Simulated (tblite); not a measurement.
Compound: C₅H₈SSe.
SMILES with atom numbers: `[CH2:1]=[C:2]1[S:3][CH2:4][CH2:5][CH2:6][Se:7]1` (hydrogens: H8, H9 on C1; H10, H11 on C4; H12, H13 on C5; H14, H15 on C6)

Computed with GFN2-xTB (tblite), gas phase: L-BFGS steps from a force-field or distance-geometry start until the largest atomic force falls under 0.01 eV/Å.

Step 69: E = -575.9106 eV
```
atom  x, y, z in Å  |  force x, y, z in eV/Å
C1      2.8857   -0.3168   -0.2466   -0.018   0.000  -0.025
C2      1.5643   -0.1817   -0.2581    0.032   0.024  -0.020
S3      0.4878   -1.3002    0.5889   -0.048  -0.005  -0.008
C4     -1.0050   -1.1349   -0.4592    0.072  -0.006   0.034
C5     -1.7725    0.1590   -0.1998    0.023  -0.064  -0.013
C6     -0.8518    1.3577    0.0029   -0.018  -0.059  -0.017
Se7     0.7286    1.2986   -1.1720    0.055   0.048  -0.010
H8      3.5088    0.4211   -0.7278    0.003  -0.062   0.027
H9      3.3709   -1.1527    0.2307   -0.060   0.055  -0.016
H10    -0.6612   -1.1916   -1.4934   -0.008   0.027   0.009
H11    -1.6160   -2.0095   -0.2429    0.002   0.009   0.015
H12    -2.3898    0.0448    0.6940   -0.014   0.017  -0.006
H13    -2.4292    0.3329   -1.0552   -0.021   0.003   0.016
H14    -1.3668    2.2941   -0.2104    0.011   0.012   0.012
H15    -0.4582    1.3871    1.0213   -0.012   0.000   0.002
```

Step 70: E = -575.9117 eV
```
atom  x, y, z in Å  |  force x, y, z in eV/Å
C1      2.8859   -0.3234   -0.2581   -0.082   0.007  -0.004
C2      1.5649   -0.1781   -0.2527    0.079   0.042  -0.029
S3      0.4881   -1.2854    0.6070   -0.066  -0.014  -0.025
C4     -1.0004   -1.1335   -0.4521    0.084  -0.010   0.035
C5     -1.7739    0.1595   -0.2071    0.015  -0.069  -0.017
C6     -0.8567    1.3585    0.0078   -0.020  -0.059  -0.018
Se7     0.7320    1.3111   -1.1562    0.048   0.035  -0.012
H8      3.5091    0.4096   -0.7452    0.010  -0.045   0.012
H9      3.3703   -1.1600    0.2168   -0.048   0.027  -0.010
H10    -0.6480   -1.1924   -1.4839   -0.016   0.011   0.031
H11    -1.6099   -2.0093   -0.2345    0.019   0.023   0.004
H12    -2.4055    0.0483    0.6772   -0.008   0.012  -0.004
H13    -2.4186    0.3280   -1.0731   -0.013   0.020   0.019
H14    -1.3712    2.2959   -0.2024    0.009   0.009   0.014
H15    -0.4706    1.3792    1.0292   -0.010   0.011   0.003
```

Step 71: E = -575.9129 eV
```
atom  x, y, z in Å  |  force x, y, z in eV/Å
C1      2.8843   -0.3307   -0.2691   -0.022   0.014   0.008
C2      1.5662   -0.1744   -0.2486    0.004   0.065  -0.026
S3      0.4886   -1.2721    0.6215   -0.052  -0.024  -0.010
C4     -0.9938   -1.1319   -0.4454    0.060  -0.010   0.025
C5     -1.7746    0.1583   -0.2134   -0.004  -0.040  -0.010
C6     -0.8624    1.3588    0.0114   -0.009  -0.035  -0.017
Se7     0.7376    1.3258   -1.1388    0.024   0.021  -0.019
H8      3.5089    0.3957   -0.7632    0.019  -0.027   0.003
H9      3.3664   -1.1669    0.2060   -0.028  -0.014  -0.003
H10    -0.6350   -1.1889   -1.4748   -0.013  -0.016   0.025
H11    -1.6021   -2.0090   -0.2280    0.031   0.023  -0.007
H12    -2.4174    0.0516    0.6634   -0.003  -0.004  -0.002
H13    -2.4103    0.3202   -1.0872   -0.007   0.037   0.014
H14    -1.3749    2.2979   -0.1978    0.002  -0.010   0.015
H15    -0.4858    1.3734    1.0365   -0.002   0.020   0.004
```

Step 72: E = -575.9134 eV
```
atom  x, y, z in Å  |  force x, y, z in eV/Å
C1      2.8839   -0.3375   -0.2766   -0.066   0.014   0.017
C2      1.5669   -0.1707   -0.2428    0.026   0.040  -0.009
S3      0.4874   -1.2625    0.6351   -0.011  -0.007  -0.017
C4     -0.9869   -1.1299   -0.4409    0.021  -0.009   0.005
C5     -1.7755    0.1567   -0.2166    0.007  -0.012  -0.002
C6     -0.8685    1.3598    0.0137    0.010  -0.011  -0.013
Se7     0.7416    1.3353   -1.1249    0.002   0.018  -0.008
H8      3.5091    0.3843   -0.7751    0.030  -0.007  -0.010
H9      3.3649   -1.1774    0.1922   -0.028  -0.026   0.007
H10    -0.6216   -1.1857   -1.4681   -0.010  -0.020   0.024
H11    -1.5941   -2.0084   -0.2281    0.027   0.008  -0.003
H12    -2.4242    0.0509    0.6561    0.000  -0.015  -0.002
H13    -2.4060    0.3164   -1.0943   -0.004   0.031   0.007
H14    -1.3803    2.2985   -0.1995   -0.009  -0.014   0.008
H15    -0.5011    1.3780    1.0423    0.005   0.009  -0.003
```

**Question.** Estimate the geometry and energy of step 73. (The exact step hangs on the optimiser's Hessian estimate; all steps are aligned on step 72, rigid shifts and turns removed.)

**Answer.** E = -575.9137 eV, largest force 0.052 eV/Å
```
atom  x, y, z in Å  |  force x, y, z in eV/Å
C1      2.8824   -0.3376   -0.2758    0.013   0.006   0.011
C2      1.5669   -0.1696   -0.2435   -0.043   0.029   0.006
S3      0.4869   -1.2634    0.6334    0.020   0.001   0.000
C4     -0.9854   -1.1298   -0.4413   -0.008  -0.007  -0.006
C5     -1.7751    0.1554   -0.2154    0.006   0.010   0.003
C6     -0.8686    1.3594    0.0124    0.013   0.010  -0.004
Se7     0.7426    1.3361   -1.1248   -0.009   0.020  -0.011
H8      3.5093    0.3829   -0.7739    0.031  -0.005  -0.010
H9      3.3622   -1.1784    0.1930   -0.027  -0.027   0.007
H10    -0.6214   -1.1832   -1.4684    0.000  -0.022   0.003
H11    -1.5920   -2.0086   -0.2305    0.016  -0.005   0.000
H12    -2.4213    0.0495    0.6589   -0.002  -0.018   0.004
H13    -2.4086    0.3158   -1.0905   -0.006   0.024  -0.004
H14    -1.3796    2.2983   -0.2025   -0.016  -0.019   0.005
H15    -0.5028    1.3811    1.0415    0.011   0.003  -0.005
```

The energy changes by -0.0002 eV. The first-order estimate −F·Δx gives -0.0004 eV and the mean of the old and new forces, exact on a quadratic surface, -0.0002 eV. The step makes an angle of 71° with the force vector and moves no atom by more than 0.005 Å.

Hardware: Arm Neoverse N1, one thread, no GPU (shared host).
